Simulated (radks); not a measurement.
Values are calculated unless marked as measured or tabulated.
Problem. The mercury ion Hg4+, configuration [Kr] 4d10 4f14 5s2 5p5 5d8 6s1 (not the ground configuration). Code: a radial shooting solver on a logarithmic mesh with Libxc functionals. Model: scalar-relativistic Kohn-Sham, PBE, spin-polarised, spherical densities, point nucleus; open shells are filled with parallel spins first (spin-orbit coupling, left out, can overturn this in heavy ions). Some entries of the table are withheld. Estimate them.

orbital,occ.,eigenvalue (eV),<r> (bohr),<r^2> (bohr^2)
1s up,1,-83248.37,0.01658,0.0003805
1s down,1,-83248.19,0.01658,0.0003805
2s up,1,-14802.94,0.06991,0.005793
2s down,1,-14802.64,0.06991,0.005793
2p up,3,-12770.68,0.06328,0.004898
2p down,3,-12770.37,0.06328,0.004898
3s up,1,-3557.747,0.1806,0.03732
3s down,1,-3557.556,0.1806,0.03732
3p up,3,-2970.723,0.1821,0.03848
3p down,3,-2970.508,0.1821,0.03848
3d up,5,-2353.894,0.1650,0.03187
3d down,5,-2353.621,0.1650,0.03187
4s up,1,-828.2385,0.3991,0.1797
4s down,1,-827.8361,0.3991,0.1797
4p up,3,-635.7967,0.4254,0.2056
4p down,3,-635.3969,0.4253,0.2055
4d up,5,-407.6864,0.4488,0.2326
4d down,5,-407.2170,0.4485,0.2322
5s up,1,-176.0866,0.8934,0.8934
5s down,1,-173.6915,0.8912,0.8892
4f up,7,-154.7534,0.4815,0.2794
4f down,7,-154.1204,0.4801,0.2773
5p up,3,-123.3732,1.017,1.164
5p down,2,-120.6962,1.015,1.160
5d up,5,-62.8822,1.303,1.940
5d down,3,-60.0799,1.306,1.956
6s up,1,-48.7832,2.054,4.697
6s down,0,-46.6752,2.078,4.806
6p up,0,-36.5063,2.446,6.664
6p down,0,-34.7681,2.479,6.839
6d up,0,-22.8146,3.307,12.21
7s up,0,(1),3.988,17.65
5f up,0,-20.2499,2.736,8.678

Solution. 
(1) 7s up eigenvalue (eV): -21.9364
